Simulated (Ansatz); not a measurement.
`B[SiH2]OC[SiH3]` and `B[SiH2]OC` differ in one atom or group.

Ansatz, PBE0-D4/def2-TZVP geometries, multiplicity 1. Each molecule was computed in one conformer, which needn't be the lowest.

```
                                          property  `B[SiH2]OC[SiH3]`
size of the dipole moment (ωB97M-V/def2-TZVPP) / D               1.24
               LUMO energy (B3LYP/def2-TZVPP) / eV              -2.71
    size of the dipole moment (PBE/def2-TZVPP) / D               1.13
               HOMO energy (B3LYP/def2-TZVPP) / eV              -7.60
                LUMO energy (PBE0/def2-TZVPP) / eV              -2.51
                 LUMO energy (PBE/def2-TZVPP) / eV              -3.53
```

Question: What does the change do to each property? (Best estimate.)

Answer: Computed: 
```json
{"property": "size of the dipole moment (ωB97M-V/def2-TZVPP) / D", "`B[SiH2]OC`": "0.68", "shift": "-0.56"}
{"property": "LUMO energy (B3LYP/def2-TZVPP) / eV", "`B[SiH2]OC`": "-2.61", "shift": "0.10"}
{"property": "size of the dipole moment (PBE/def2-TZVPP) / D", "`B[SiH2]OC`": "0.72", "shift": "-0.41"}
{"property": "HOMO energy (B3LYP/def2-TZVPP) / eV", "`B[SiH2]OC`": "-7.85", "shift": "-0.25"}
{"property": "LUMO energy (PBE0/def2-TZVPP) / eV", "`B[SiH2]OC`": "-2.41", "shift": "0.10"}
{"property": "LUMO energy (PBE/def2-TZVPP) / eV", "`B[SiH2]OC`": "-3.43", "shift": "0.10"}
```

With PBE0 the HOMO falls by 0.27 eV and the LUMO rises by 0.10 eV, so the gap widens by about 0.37 eV. PBE moves the HOMO by -0.13 eV and ωB97M-V by -0.37 eV. Dipoles are sizes alone; their direction can turn.

B3LYP here is the variant with VWN-RPA as its local correlation; programs differ in this.
